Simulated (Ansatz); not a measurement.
Reactions of C4H9Cl3Sn (`CC(C)[CH2][Sn]([Cl])([Cl])[Cl]`).

Isolated molecules relaxed with PBE0-D4/def2-TZVP in Ansatz; ΔE leaves out vibrations. CCSD(T)/CBS adds triple-zeta CCSD(T) − MP2 to the extrapolated MP2 energy (def2 sets, frozen cores). This one scheme is used for every species, atoms too. For atomizations the MP2-based limit and the directly extrapolated one differ by several kJ/mol either way, and by 10 to 25 for some Ge, Se and Sn compounds, so smaller differences from it don't rank the levels. DFT in def2-TZVPP. No spin–orbit coupling; open shells (•) take unrestricted orbitals. Spin–orbit coupling would lower the free atoms: a little for C, Cl; strongly for Sn. Elements past krypton have def2 core potentials. Bonds to Br, Ge, Sn are less sure, by a few kJ/mol each and by 10 to 20 or more in all where they break to atoms, as the def2 sets lack core-valence functions. Scalar relativity is left out up to krypton. Each species was taken in one conformer, which may not be the lowest.

```csv
reaction,CCSD(T)/CBS(def2) (kJ/mol)
`CC(C)[CH2][Sn]([Cl])([Cl])[Cl]` → `[Cl][SnH]([Cl])[Cl]` + `C=C(C)C`,143
`CC(C)[CH2][Sn]([Cl])([Cl])[Cl]` + H₂O → `CC(C)CO` + `[Cl][SnH]([Cl])[Cl]`,103
`CC(C)[CH2][Sn]([Cl])([Cl])[Cl]` + H₂ → `CC(C)C` + `[Cl][SnH]([Cl])[Cl]`,?
`CC(C)[CH2][Sn]([Cl])([Cl])[Cl]` + HBr → `[Cl][Sn]([Cl])([Cl])[Br]` + `CC(C)C`,-81
`CC(C)[CH2][Sn]([Cl])([Cl])[Cl]` → 4 C• + 3 Cl• + 9 H• + Sn•,6278
`CC(C)[CH2][Sn]([Cl])([Cl])[Cl]` + `CC(C)[O][Ge][OH]` → `CC(C)[O][Ge][O]C(C)C` + `[CH3][Sn]([Cl])([Cl])[Cl]`,28
`CC(C)[CH2][Sn]([Cl])([Cl])[Cl]` + `O[Si](O)(O)O` → `O[Si](O)(O)[O][Sn]([Cl])([Cl])[Cl]` + `CC(C)C`,?
`CC(C)[CH2][Sn]([Cl])([Cl])[Cl]` + `OCC(F)(F)F` → `FC(F)(F)C[O][Sn]([Cl])([Cl])[Cl]` + `CC(C)C`,0
`CC(C)[CH2][Sn]([Cl])([Cl])[Cl]` + H₂ → `[CH3][Sn]([Cl])([Cl])[Cl]` + `CCC`,-50
`CC(C)[CH2][Sn]([Cl])([Cl])[Cl]` → `[Cl][Sn][Cl]` + `CC(C)CCl`,?
```

Fill in the missing values. (Estimate.)

The calculation gave: `CC(C)[CH2][Sn]([Cl])([Cl])[Cl]` + H₂ → `CC(C)C` + `[Cl][SnH]([Cl])[Cl]`: -4.4 kJ/mol; `CC(C)[CH2][Sn]([Cl])([Cl])[Cl]` + `O[Si](O)(O)O` → `O[Si](O)(O)[O][Sn]([Cl])([Cl])[Cl]` + `CC(C)C`: -28.1 kJ/mol; `CC(C)[CH2][Sn]([Cl])([Cl])[Cl]` → `[Cl][Sn][Cl]` + `CC(C)CCl`: +115.3 kJ/mol.

Largest T1 diagnostic: 0.014, for `CC(C)[O][Ge][OH]`.
